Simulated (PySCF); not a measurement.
# Working out the ionisation energy of Ca+

Ca+ [Ar] 4s1 (2S) → Ca(2+) [Ar] (1S). All numbers are calculated (PySCF 2.14, the spin-free X2C one-electron Hamiltonian (Gaussian nucleus), in x2c-TZVPPall with one added diffuse shell each of s, p, d type (7s6p4d, 45 functions)). Frozen: [Ne]. Energies in hartree (1 hartree = 27.21139 eV):

```tsv
part	Ca+ (lower)	Ca(2+) (upper)
UHF	-679.431381	-679.013959
MP2 opposite-spin	-0.123302	-0.115324
MP2 same-spin	-0.051410	-0.044650
```

What does Hartree-Fock give?

(-679.013959) − (-679.431381) = 0.417422 hartree = 11.359 eV.

What do MP2 and SCS-MP2 (6/5 opposite-spin, 1/3 same-spin) give?

The opposite-spin parts differ by 0.217 eV and the same-spin parts by 0.184 eV. MP2: 11.359 + (0.217) + (0.184) = 11.760 eV. SCS-MP2: 11.359 + 1.2 × (0.217) + (0.184)/3 = 11.681 eV.

Measured between the centres of the two terms (NIST): 11.872 eV, so MP2 (valence and next inner shell) is off by -0.112 eV.

What remains against the reference includes basis incompleteness, the frozen core and correlation beyond second order.
